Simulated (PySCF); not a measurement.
## Orbital picture of BeCd⁺

PBE at R = 2.530 Å; Be def2-SVPD, Cd def2-SVPD with ECP28; scalar-relativistic core potentials (PySCF 2.14). State: ²Σ⁺ (doublet), unpaired electrons σ ↑. Only the outer orbitals are listed, counted within each symmetry, core potentials removing the inner ones.

```json
{"spin": "α", "orbital": "4σ", "occ.": "1", "ε (eV)": "-18.67", "on Be (%)": "2", "main shells (%)": "98 Cd d"}
{"spin": "α", "orbital": "2π", "occ.": "1", "ε (eV)": "-18.53", "on Be (%)": "0", "main shells (%)": "100 Cd d"}
{"spin": "α", "orbital": "2π", "occ.": "1", "ε (eV)": "-18.53", "on Be (%)": "0", "main shells (%)": "100 Cd d"}
{"spin": "α", "orbital": "1δ", "occ.": "1", "ε (eV)": "-18.45", "on Be (%)": "0", "main shells (%)": "100 Cd d"}
{"spin": "α", "orbital": "1δ", "occ.": "1", "ε (eV)": "-18.45", "on Be (%)": "0", "main shells (%)": "100 Cd d"}
{"spin": "α", "orbital": "5σ", "occ.": "1", "ε (eV)": "-13.32", "on Be (%)": "44", "main shells (%)": "52 Cd s, 40 Be s"}
{"spin": "α", "orbital": "6σ", "occ.": "1", "ε (eV)": "-10.79", "on Be (%)": "62", "main shells (%)": "49 Be s, 34 Cd s, 13 Be p"}
{"spin": "α", "orbital": "3π", "occ.": "0", "ε (eV)": "-8.39", "on Be (%)": "82", "main shells (%)": "82 Be p, 17 Cd p"}
{"spin": "α", "orbital": "3π", "occ.": "0", "ε (eV)": "-8.39", "on Be (%)": "82", "main shells (%)": "82 Be p, 17 Cd p"}
{"spin": "α", "orbital": "7σ", "occ.": "0", "ε (eV)": "-8.26", "on Be (%)": "54", "main shells (%)": "54 Be p, 33 Cd p, 13 Cd s"}
{"spin": "β", "orbital": "4σ", "occ.": "1", "ε (eV)": "-18.59", "on Be (%)": "2", "main shells (%)": "98 Cd d"}
{"spin": "β", "orbital": "2π", "occ.": "1", "ε (eV)": "-18.45", "on Be (%)": "0", "main shells (%)": "100 Cd d"}
{"spin": "β", "orbital": "2π", "occ.": "1", "ε (eV)": "-18.45", "on Be (%)": "0", "main shells (%)": "100 Cd d"}
{"spin": "β", "orbital": "1δ", "occ.": "1", "ε (eV)": "-18.37", "on Be (%)": "0", "main shells (%)": "100 Cd d"}
{"spin": "β", "orbital": "1δ", "occ.": "1", "ε (eV)": "-18.37", "on Be (%)": "0", "main shells (%)": "100 Cd d"}
{"spin": "β", "orbital": "5σ", "occ.": "1", "ε (eV)": "-13.08", "on Be (%)": "37", "main shells (%)": "57 Cd s, 29 Be s"}
{"spin": "β", "orbital": "6σ", "occ.": "0", "ε (eV)": "-9.58", "on Be (%)": "50", "main shells (%)": "52 Be s, 39 Cd s, 10 Cd p"}
{"spin": "β", "orbital": "3π", "occ.": "0", "ε (eV)": "-7.61", "on Be (%)": "67", "main shells (%)": "67 Be p, 32 Cd p"}
{"spin": "β", "orbital": "3π", "occ.": "0", "ε (eV)": "-7.61", "on Be (%)": "67", "main shells (%)": "67 Be p, 32 Cd p"}
```

Task: Which are the highest filled and the lowest empty level, where do they sit, and how wide is the gap?

Result: Highest filled α 6σ at -10.79 eV (in %: 49 Be s, 34 Cd s, 13 Be p); lowest empty β 6σ at -9.58 eV (in %: 52 Be s, 39 Cd s, 10 Cd p); the gap at PBE is 1.21 eV.

```json
{
  "bond order (Mayer)": "0.87",
  "⟨S²⟩": "0.756",
  "charge on Be (Mulliken, basis-dependent)": "0.54",
  "charge on Be (Löwdin, basis-dependent)": "0.42",
  "dipole moment (positive dipole points towards Cd; it is taken about the centre of mass and depends on that origin)": "-4.06 D",
  "polarisability along the bond": "101.0 bohr³",
  "polarisability across the bond": "44.1 bohr³"
}
```

Spin–orbit coupling is left out. The state is the lowest determinant that a PBE0 search found; another state may lie lower at other levels.
